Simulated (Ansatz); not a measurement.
Computed with Ansatz on PBE0-D4/def2-TZVP structures; ΔE is electronic, products minus reactants. CCSD(T)/CBS adds triple-zeta CCSD(T) − MP2 to the extrapolated MP2 energy (def2 sets, frozen cores). This one scheme is used for every species. Functionals use def2-TZVPP. B3LYP here is the variant with VWN-RPA as its local correlation; programs differ in this. For Ge outer-core shells are correlated without core-valence functions, which leaves a few kJ/mol of doubt a bond. Scalar relativity is left out up to krypton. One conformer a species, not always the lowest.

`[NH2][GeH2][O][SiH](N)Cl` + `BO` → `N[SiH](Cl)BO` + `[NH2][GeH2][OH]`  (formal exchange of groups at the Si–O bond)

`[NH2][GeH2][O][SiH](N)Cl`:

Cartesian coordinates in Å:
```
N -0.305 1.454 1.514
Ge 0.911 1.522 0.164
O 0.502 0.432 -1.212
Si -0.381 -0.917 -1.211
N 0.028 -1.895 0.134
Cl -2.398 -0.545 -0.969
H -0.409 0.530 1.913
H -1.220 1.808 1.273
H 2.268 1.037 0.689
H 0.926 2.927 -0.443
H -0.233 -1.533 -2.545
H 0.962 -2.268 0.205
H -0.651 -2.551 0.487
```

`BO`:

Z-matrix (Å, degrees):
```
B
O 1 1.348
H 1 1.196 2 116.8
H 1 1.202 2 120.7 3 -180.0
H 2 0.961 1 113.5 3 180.0
```

`N[SiH](Cl)BO`:

Cartesian coordinates in Å:
```
N -0.686 1.014 -1.227
Si 0.671 0.196 -0.601
Cl 2.102 1.434 0.299
B 0.113 -1.040 0.896
O -1.085 -0.800 1.476
H -1.420 1.305 -0.601
H -0.617 1.623 -2.027
H 1.398 -0.418 -1.740
H 0.810 -1.930 1.310
H -1.286 -1.384 2.214
```

`[NH2][GeH2][OH]`:

```xyz
8

N     0.500   -0.472   -1.219
Ge   -0.399   -0.027    0.298
O     0.247    1.567    0.757
H     1.446   -0.804   -1.110
H    -0.001   -1.055   -1.871
H    -0.169   -0.961    1.512
H    -1.888    0.063   -0.076
H     0.263    1.690    1.708
```

```csv
level,ΔE (kJ/mol),difference from CCSD(T)/CBS
PBE-D4,143.3,-21.7
r2SCAN-D4,162.7,-2.3
PBE0-D4,152.4,-12.6
B3LYP-D4,165.3,0.3
ωB97X-V,162.9,-2.1
ωB97M-V,168.9,3.9
B2PLYP,164.4,-0.6
PBE,136.5,-28.5
r2SCAN,160.6,-4.4
PBE0,146.2,-18.8
B3LYP,154.7,-10.3
HF/def2-TZVPP,177.8,12.8
MP2/def2-TZVPP,174.8,9.8
SCS-MP2/def2-TZVPP,173.9,8.9
CCSD/def2-TZVPP,168.1,3.1
CCSD(T)/def2-TZVPP,167.5,2.5
HF/def2-QZVPP,178.6,13.6
MP2/def2-QZVPP,173.6,8.6
SCS-MP2/def2-QZVPP,172.5,7.5
HF/CBS(def2),178.7,13.7
MP2/CBS(def2),172.3,7.3
CCSD/CBS(def2),165.6,0.6
CCSD(T)/CBS,165.0,0
```

Largest T1 diagnostic among the species: 0.014.

The D4 term adds +10.6 kJ/mol with B3LYP and +6.2 kJ/mol with PBE0; it sums over pairs of atoms, weighted by their polarisabilities, and B3LYP, whose exchange is more repulsive, gets the larger term. In def2-TZVPP, CCSD(T) changes the Hartree–Fock value by −10.3 kJ/mol (the triples alone add −0.6 kJ/mol) and MP2 by −3.0 kJ/mol. From PBE to PBE0 (25 % exact exchange), in def2-TZVPP and without D4, ΔE moves by +9.7 kJ/mol.
